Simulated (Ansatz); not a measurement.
```xyz
10

O    -1.420   -1.025    0.398
C    -0.122   -1.166    0.044
C     0.651   -0.129   -0.267
C     0.186    1.267   -0.259
Br    0.925    2.269    1.276
H    -1.800   -1.884    0.591
H     0.265   -2.181    0.020
H     1.683   -0.330   -0.524
H    -0.892    1.347   -0.155
H     0.524    1.831   -1.124
```

The species carries charge 0 and has multiplicity 1.

List the ωB97M-V/def2-TZVPP orbital energies in eV (Ansatz 0.2.0). (An estimate is asked.)

The calculation gave: Occupied: -13156.19, -1708.51, -1536.73, -1536.64, -1536.64, -527.29, -283.37, -282.86, -281.45, -241.36, -181.11, -180.81, -180.81, -74.47, -74.38, -74.38, -74.15, -74.15, -32.87, -25.71, -23.92, -21.38, -19.17, -17.95, -16.06, -14.85, -14.27, -13.57, -12.97, -12.72, -10.03, -9.88, -8.99. Lowest empty: 1.58, 2.04, 3.23, 3.55, 4.04, 4.73, 4.90, 6.21.
